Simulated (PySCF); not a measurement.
# Fractional electron number in V²⁺ (vanadium, charge +2)

The 3d alpha orbital of [Ar] 3d3 is emptied in steps (occupation f), with all orbitals relaxed, ending at [Ar] 3d2. Calculation: PySCF 2.14, in x2c-TZVPall (6s5p4d1f, 48 functions); the spin-free X2C one-electron Hamiltonian (Gaussian nucleus). The exact energy is a straight line in f; departures are measured from the line between the end points of the same method.

```json
{"f": "1", "BLYP (eV)": "0.000"}
{"f": "0.9", "BLYP (eV)": "-0.672"}
{"f": "0.7", "BLYP (eV)": "-1.584"}
{"f": "0.5", "BLYP (eV)": "-1.903"}
{"f": "0.3", "BLYP (eV)": "-1.612"}
{"f": "0.1", "BLYP (eV)": "-0.696"}
{"f": "0", "BLYP (eV)": "0.000"}
```

```
method  E(f=0) − E(f=1) (eV)  −ε at f=1 (eV)  −ε at f=0.5 (eV)
  BLYP                29.932          22.501            29.850
```

Orbital energy along the path (eV):

```
  f     BLYP
  1  -22.501
0.9  -23.922
0.7  -26.841
0.5  -29.850
0.3  -32.938
0.1  -36.094
  0  -37.694
```

Reference removal energy between the ground levels: 29.311 eV (measured; NIST Atomic Spectra Database, ionization energies). The calculation has no spin-orbit coupling. The determinant left behind need not be the lowest term of the ion.
